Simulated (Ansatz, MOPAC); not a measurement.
Species: C$_{2}$H$_{9}$GeO (charge +1, singlet). SMILES: [GeH3][OH+]CC

Atoms: C1, C2, O3, Ge4, H5, H6, H7, H8, H9, H10, H11, H12, H13. Bonds: C1-C2, C1-H5, C1-H6, C1-H7, C2-O3, C2-H8, C2-H9, O3-Ge4, O3-H10, Ge4-H11, Ge4-H12, Ge4-H13.

Bond lengths (Å) and angles (degrees) optimised at MNDO with MOPAC; HF/6-31G* with LANL2DZ past Ar with Ansatz (a program for electronic structure); MP2/6-31G* with LANL2DZ past Ar with Ansatz, each started from the B3LYP-D3(BJ)/def2-TZVP structure (Ansatz) of the last column. A row stands for all coordinates that are equal there; 11 of 31 kinds are shown. 6-31G* holds six Cartesian d functions. No wavenumbers were computed at MNDO, MP2/6-31G* with LANL2DZ past Ar, so these may be saddle points.

| coordinate | MNDO | HF/6-31G* with LANL2DZ past Ar | MP2/6-31G* with LANL2DZ past Ar | B3LYP-D3(BJ)/def2-TZVP |
|---|---|---|---|---|
| C1-C2 | 1.540 | 1.509 | 1.505 | 1.502 |
| C1-H5 | 1.109 | 1.084 | 1.094 | 1.092 |
| C1-H7 | 1.108 to 1.120 | 1.079 to 1.083 | 1.091 | 1.089 |
| C2-O3 | 1.442 | 1.487 | 1.502 | 1.503 |
| C2-H8 | 1.119 | 1.078 | 1.090 | 1.088 |
| O3-Ge4 | 1.996 | 1.934 | 1.955 | 1.948 |
| O3-H10 | 0.954 | 0.956 | 0.981 | 0.970 |
| Ge4-H11 | 1.467 | 1.512 | 1.527 | 1.522 |
| C1-C2-O3 | 112.6 | 109.4 | 108.9 | 109.3 |
| C2-O3-Ge4 | 128.2 | 126.6 | 122.6 | 123.3 |
| C2-C1-H5 | 108.4 | 108.5 | 108.5 | 108.3 |

A range marks coordinates that this level makes unequal.

Mean signed difference of all 12 bond lengths from B3LYP-D3(BJ)/def2-TZVP: MNDO -0.004 Å, HF/6-31G* with LANL2DZ past Ar -0.009 Å, MP2/6-31G* with LANL2DZ past Ar 0.004 Å.
